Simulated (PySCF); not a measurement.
O$_{3}$Re (SMILES [O]=[Re](=[O])=[O]), doublet, at a GFN2-xTB geometry (such geometries of metal compounds can be far from the true shape) (the multiplicity is a formal guess) (core potentials on Re); PySCF with SVWN5/def2-SVP.

Here is a job for PySCF.
```python
from pyscf import gto, scf, dft

mol = gto.M(
    atom='''
Re    0.000000   -0.000000    0.000000
O    -1.116207   -1.212213   -0.079511
O    -0.144964    1.320283   -0.978539
O     1.261172   -0.108071    1.058049
''',
    basis='def2-svp',
    ecp={'Re': 'def2-svp'},
    charge=0,
    spin=1,
    verbose=4,
)

mf = dft.UKS(mol)
mf.xc = 'lda,vwn'
mf.kernel()
```

It wrote (shortened):

```
PySCF version 2.14.0

[INPUT] verbose = 4
[INPUT] num. atoms = 4
[INPUT] num. electrons = 39
[INPUT] charge = 0
[INPUT] spin (= nelec alpha-beta = 2S) = 1
[INPUT] symmetry False subgroup None
[INPUT] Mole.unit = angstrom
[INPUT] Symbol           X                Y                Z      unit          X                Y                Z       unit  Magmom
[INPUT]  1 Re     0.000000000000   0.000000000000   0.000000000000 AA    0.000000000000   0.000000000000   0.000000000000 Bohr   0.0
[INPUT]  2 O     -1.116207000000  -1.212213000000  -0.079511000000 AA   -2.109325528322  -2.290750574637  -0.150254013890 Bohr   0.0
[INPUT]  3 O     -0.144964000000   1.320283000000  -0.978539000000 AA   -0.273942257921   2.494973276919  -1.849170712206 Bohr   0.0
[INPUT]  4 O      1.261172000000  -0.108071000000   1.058049000000 AA    2.383269675970  -0.204224592008   1.999422836370 Bohr   0.0

nuclear repulsion = 151.030502178897
number of shells = 30
number of NR pGTOs = 129
number of NR cGTOs = 74
basis = def2-svp
ecp = {'Re': 'def2-svp'}

******** <class 'pyscf.dft.uks.UKS'> ********
method = UKS
initial guess = minao
damping factor = 0
level_shift factor = 0
DIIS = <class 'pyscf.scf.diis.CDIIS'>
diis_start_cycle = 1
diis_space = 8
diis_damp = 0
SCF conv_tol = 1e-09
SCF conv_tol_grad = None
SCF max_cycles = 50
direct_scf = True
direct_scf_tol = 1e-13
number electrons alpha = 20  beta = 19
XC library pyscf.dft.libxc version 7.1.2
    S. Lehtola, C. Steigemann, M. J. T. Oliveira, and M. A. L. Marques,  SoftwareX 7, 1–5 (2018)
XC functionals = lda,vwn
    P. A. M. Dirac,  Math. Proc. Cambridge Philos. Soc. 26, 376 (1930)
    F. Bloch,  Z. Phys. 57, 545 (1929)
    S. H. Vosko, L. Wilk, and M. Nusair,  Can. J. Phys. 58, 1200 (1980)
radial grids:
    Treutler-Ahlrichs [JCP 102, 346 (1995); DOI:10.1063/1.469408] (M4) radial grids

becke partition: Becke, JCP 88, 2547 (1988); DOI:10.1063/1.454033
pruning grids: <function nwchem_prune>
grids dens level: 3
symmetrized grids: False
atomic radii adjust function: <function treutler_atomic_radii_adjust>
small_rho_cutoff = 0
Set gradient conv threshold to 3.16228e-05
tot grids = 66560
init E= -290.189761122188

cycle= 1 E= -301.488025975418  delta_E= -11.3  |g|= 1.31  |ddm|= 5.58

cycle= 2 E= -295.142379922146  delta_E= 6.35  |g|= 3.76  |ddm|= 4.41
cycle= 3 E= -302.091503982251  delta_E= -6.95  |g|= 0.354  |ddm|= 4.04
cycle= 4 E= -302.137216984779  delta_E= -0.0457  |g|= 0.174  |ddm|= 0.575
cycle= 5 E= -302.151906254101  delta_E= -0.0147  |g|= 0.0103  |ddm|= 0.212
cycle= 6 E= -302.151943117831  delta_E= -3.69e-05  |g|= 0.00375  |ddm|= 0.00678
cycle= 7 E= -302.151935319095  delta_E= 7.8e-06  |g|= 0.00591  |ddm|= 0.00567
cycle= 8 E= -302.151949203104  delta_E= -1.39e-05  |g|= 0.000775  |ddm|= 0.00413
cycle= 9 E= -302.151949489009  delta_E= -2.86e-07  |g|= 5.78e-05  |ddm|= 0.00088
cycle= 10 E= -302.151949488982  delta_E= 2.65e-11  |g|= 6.87e-05  |ddm|= 8.61e-05
cycle= 11 E= -302.151949490747  delta_E= -1.76e-09  |g|= 1.9e-05  |ddm|= 5.9e-05
cycle= 12 E= -302.151949490921  delta_E= -1.74e-10  |g|= 4.9e-07  |ddm|= 2.03e-05
Extra cycle  E= -302.151949490921  delta_E= 5.12e-13  |g|= 1.1e-06  |ddm|= 1.49e-06
converged SCF energy = -302.151949490921  <S^2> = 0.75351611  2S+1 = 2.003513
```
